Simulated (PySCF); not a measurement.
Species: 2,3-difluoropyrazine, C4H2F2N2.
Geometry (GFN2-xTB, Å), atoms numbered from 1 in this order:
```xyz
10
C4H2F2N2 angstrom
F      2.3180   -1.2186    0.0153
C      1.1341   -0.6151    0.0063
N      0.0688   -1.3772    0.0160
C     -1.1180   -0.7813    0.0079
C     -1.2254    0.5993   -0.0106
N     -0.1453    1.3717   -0.0218
C      1.0252    0.7840   -0.0129
F      2.1011    1.5638   -0.0230
H     -1.9757   -1.4367    0.0178
H     -2.1739    1.1148   -0.0173
```

Method used: TDDFT PBE0/def2-SVPD, vertical, gas phase, core orbitals frozen in the response in PySCF.

```csv
state,E (eV),λ (nm),f,|μ| (D),symmetry,"main configurations (H = HOMO, L = LUMO)"
S1,4.77,259.9,0.0038,0.46,B1 or B2,H-1→L (100%)
S2,5.29,234.3,0.118,2.43,A1,H→L (92%)
S3,5.63,220.2,0.0000,0.00,–,H-1→L+1 (100%)
S4,5.87,211.1,0.0000,0.00,–,H-2→L (99%)
S5,6.56,189.1,0.110,2.10,B1 or B2,"H→L+1 (85%), H-3→L (14%)"
S6,6.86,180.6,0.0001,0.05,–,H-2→L+1 (100%)
S7,7.60,163.2,0.0010,0.18,–,H→L+2 (96%)
S8,7.78,159.3,0.256,2.94,B1 or B2,"H-3→L (78%), H→L+1 (12%)"
```

Triplets (Tamm–Dancoff): T1 3.91 eV, H→L (99%); T2 4.06 eV, H-1→L (98%); T3 4.27 eV, H→L+1 (87%), H-3→L (10%).

The lowest singlet lies at 4.77 eV (260 nm, ultraviolet) and is very weak; its leading configuration is HOMO-1→LUMO (100%). The strongest level in the table is S8 at 7.78 eV (159 nm, f = 0.256). It is the last of those listed, so stronger ones may follow. Löwdin shares by element: HOMO carbon 70% (atoms not listed hold the other 30%); LUMO nitrogen 49%, carbon 24% or more (atoms not listed hold the other 27%). Weighted by f, the mean energy of these states is 6.88 eV. The listed states span 3.01 eV, and the widest gap between neighbours is 0.73 eV (S6 to S7). The oscillator strengths of these states sum to 0.489; summed over the whole spectrum of an exact calculation they would give the number of electrons, 58 (Thomas–Reiche–Kuhn). Symmetry labels in C2v follow from the direction of the transition dipole and are given only for states with f of 0.002 or more; B1 and B2 swap with the choice of axes. Singlets were solved by full linear response, triplets in the Tamm–Dancoff approximation.

Time: 21 s of wall time. Hardware: one thread, x86-64 server, no GPU, on a shared host.
